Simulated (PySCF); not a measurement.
**C6H7O: g tensor and hyperfine couplings**

C6H7O (doublet state).
Geometry (GFN2-xTB, Å), atoms numbered from 1 in this order:
```xyz
14
C6H7O angstrom
C      1.963    0.282    0.673
C      0.569    0.059    0.213
C     -0.304   -0.878    0.590
C     -1.615   -0.742   -0.132
C     -1.388    0.426   -1.001
C     -0.063    0.936   -0.812
O      0.454    1.899   -1.374
H      2.054    1.283    1.093
H      2.255   -0.452    1.420
H      2.643    0.226   -0.176
H     -0.136   -1.655    1.315
H     -1.866   -1.639   -0.709
H     -2.453   -0.581    0.557
H     -2.114    0.836   -1.680
```

The species is `CC1=CC[CH]C1=O` [radical].

The calculation used PySCF 2.14.0, UKS B3LYP, pcH-1 on C H O, non-relativistic, mean-field spin-orbit, GIAO. Isolated species at its GFN2-xTB geometry, gas phase. The geometry wasn't refined by DFT: couplings that depend on bond lengths, twists or pyramidal angles can differ widely from those at the functional's own minimum. No stability test was run, so a lower SCF solution isn't excluded.

```json
{
 "g1, g2, g3": "2.00212, 2.00396, 2.00788",
 "g_iso": "2.00465",
 "Form of g": "rhombic: the two nearest values differ by 32 % of g3 − g1",
 "⟨S²⟩": "0.7623 (exact 0.7500)",
 "α and β electrons": "26, 25"
}
```

Isotropic coupling and dipolar principal values T1 to T3, in MHz; ρ(0) is the spin density at the nucleus:

| atom | isotope | a_iso | T1 | T2 | T3 | Mulliken spin population | ρ(0) (bohr⁻³) |
| --- | --- | --- | --- | --- | --- | --- | --- |
| C1 | 13C | -0.1 | -0.3 | -0.2 | 0.5 | 0.00 | -0.0001 |
| C2 | 13C | -5.1 | -2.3 | 0.1 | 2.2 | -0.02 | -0.0046 |
| C3 | 13C | 4.7 | -4.9 | -2.3 | 7.3 | 0.06 | 0.0041 |
| C4 | 13C | -24.5 | -2.0 | 0.6 | 1.4 | -0.06 | -0.0218 |
| C5 | 13C | 67.3 | -65.7 | -65.0 | 130.7 | 0.84 | 0.0599 |
| C6 | 13C | -37.2 | -11.3 | 2.0 | 9.3 | -0.10 | -0.0331 |
| O7 | 17O | -18.9 | -87.3 | 43.4 | 44.0 | 0.28 | 0.0311 |
| H8 | 1H | -0.4 | -1.3 | -0.8 | 2.2 | 0.00 | -0.0001 |
| H9 | 1H | -0.1 | -0.9 | -0.6 | 1.5 | 0.00 | 0.0000 |
| H10 | 1H | -0.4 | -1.3 | -0.9 | 2.2 | 0.00 | -0.0001 |
| H11 | 1H | -4.6 | -3.3 | -1.3 | 4.7 | 0.00 | -0.0010 |
| H12 | 1H | 57.7 | -4.7 | -2.8 | 7.5 | 0.02 | 0.0129 |
| H13 | 1H | 57.8 | -4.7 | -2.8 | 7.5 | 0.02 | 0.0129 |
| H14 | 1H | -52.3 | -30.1 | -1.8 | 31.9 | -0.03 | -0.0117 |

Largest spin populations (Mulliken): C5 (+0.84), O7 (+0.28), C6 (-0.10) and C4 (-0.06). The positive populations add up to 1.22 and the negative ones to -0.22, together 2S = 1. The angles at C5 add up to 360.0°, so it is planar; its axial dipolar tensor and the negative coupling of its proton fit spin in a p orbital normal to that plane.

Axes: g2 points within 6° of the C5–H14 bond and g3 points within 12° of the C6–O7 bond.

Under fast tumbling the dipolar parts average out, and these isotropic splittings remain: 2 × 1H (H12/H13, I = 1/2, 3 lines) with 2.06 mT, 1 × 1H (H14, I = 1/2, 2 lines) with 1.86 mT and 1 × 1H (H11, I = 1/2, 2 lines) with 0.17 mT.

Means are taken over nuclei equivalent by connectivity, which assumes that they swap fast.

The 13C coupling of C5 (67.3 MHz) shows only in satellite lines or after enrichment, since that isotope makes up about 1.07 % of natural carbon.

The 17O coupling of O7 (-18.9 MHz) shows only in satellite lines or after enrichment, since that isotope makes up about 0.038 % of natural oxygen.

The spin density at the nucleus, in bohr⁻³, is negative for C6 (-0.0331), C4 (-0.0218) and H14 (-0.0117), for instance. A restricted open-shell determinant has no negative spin density anywhere; here it arises because α and β orbitals differ (spin polarisation).
